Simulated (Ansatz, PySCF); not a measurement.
Two rigid molecules brought together: C2H6 ··· BCl3 (SMILES CC and ClB(Cl)Cl). Monomers: optimised at B3LYP-D3(BJ) (def2-TZVP), held rigid. Orientation: lowest of the rigid-body minima from ten starts at GFN2-xTB. The monomers approach along the line of their centres of mass (distance R); nothing else relaxes.

- RKS-M06-2X/6-31G* = restricted M06-2X/6-31G*, spherical d, no counterpoise correction (PySCF 2.14.0)
- RKS-B3LYP/6-311+G** = PySCF 2.14.0 with restricted B3LYP/6-311+G**, spherical d, no counterpoise correction
- RKS-BP86/6-31G* = restricted BP86/6-31G*, spherical d, no counterpoise correction in PySCF
- CCSD(T)/aug-cc-pVDZ = Ansatz (a program for electronic structure) with CCSD(T) on RHF/aug-cc-pVDZ, frozen core, counterpoise-corrected

Interaction energies in kJ/mol; the last columns give the difference from CCSD(T):

```csv
R / Å,RKS-M06-2X/6-31G*,RKS-B3LYP/6-311+G**,RKS-BP86/6-31G*,CCSD(T)/aug-cc-pVDZ,RKS-M06-2X/6-31G* − CCSD(T)/aug-cc-pVDZ,RKS-B3LYP/6-311+G** − CCSD(T)/aug-cc-pVDZ,RKS-BP86/6-31G* − CCSD(T)/aug-cc-pVDZ
3.17,-5.64,20.65,20.07,6.27,-11.91,14.38,13.80
3.31,-9.52,12.55,13.02,-0.31,-9.21,12.86,13.33
3.50,-10.75,6.16,7.59,-4.78,-5.97,10.95,12.38
3.68,-9.81,3.04,4.97,-6.29,-3.52,9.33,11.26
3.90,-7.82,1.27,3.39,-6.34,-1.47,7.61,9.74
4.11,-6.03,0.58,2.62,-5.63,-0.40,6.20,8.25
4.43,-4.02,0.19,1.89,-4.23,0.21,4.43,6.12
4.73,-2.69,0.02,1.34,-3.08,0.39,3.10,4.42
5.09,-1.50,-0.16,0.78,-2.06,0.57,1.90,2.84
5.83,-0.24,-0.31,0.14,-0.92,0.68,0.61,1.06
6.96,-0.01,-0.23,0.01,-0.31,0.31,0.09,0.32
8.26,0.00,-0.07,0.01,-0.11,0.11,0.05,0.12
```

RKS-M06-2X/6-31G* is furthest from CCSD(T)/aug-cc-pVDZ at 3.17 (-11.91 kJ/mol, below); its mean absolute difference over the points is 2.90 kJ/mol.

RKS-B3LYP/6-311+G** is furthest from CCSD(T)/aug-cc-pVDZ at 3.17 (14.38 kJ/mol, above); its mean absolute difference over the points is 5.96 kJ/mol.

RKS-BP86/6-31G* is furthest from CCSD(T)/aug-cc-pVDZ at 3.17 (13.80 kJ/mol, above); its mean absolute difference over the points is 6.97 kJ/mol.
